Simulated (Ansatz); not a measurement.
Total energies of the cluster Ca₃ (the lowest singlet isomer of a short search) from Ansatz at PBE/def2-TZVP, gas phase (1 Eh = 27.2114 eV = 2625.5 kJ/mol). The reference geometry is relaxed at PBE0/def2-TZVP.

Cartesian coordinates in Å:
```
Ca 0.1497 -2.0069 -1.0416
Ca 1.2939 0.4388 1.8113
Ca -1.4436 1.5681 -0.7697
```

```tsv
state	geometry	energy (Eh)
charge 0 singlet	reference	-2032.02457
charge 1 doublet	reference	-2031.84417
charge 0 triplet	relaxed at PBE0/def2-TZVP	-2032.00766
charge 0 quintet	relaxed at PBE0/def2-TZVP	-2031.98806
free Ca atom (singlet)	–	-677.32879
```

Q: Work out the vertical ionisation energy to the doublet.

A: E(charge 1 doublet) − E(charge 0 singlet) = -2031.84417 − (-2032.02457) = 0.18040 Eh = 4.91 eV. For comparison, −ε of the highest occupied level is 3.34 eV at this level, 1.57 eV less.

Q: Which of the charge 0 states is lowest, and how far above it are the others?

A: The singlet. triplet: -2032.00766 − (-2032.02457) = 0.01691 Eh = 44.4 kJ/mol; quintet: -2031.98806 − (-2032.02457) = 0.03651 Eh = 95.9 kJ/mol.

Q: What is the binding energy per atom against free atoms?

A: Atoms: 3 × (-677.32879) = -2031.98637 Eh. Binding: -2031.98637 − (-2032.02457) = 0.03820 Eh = 1.04 eV, or 0.35 eV for each of 3 atoms (no zero-point energy, no counterpoise term).

The structure comes from a short search, and lower isomers may exist.
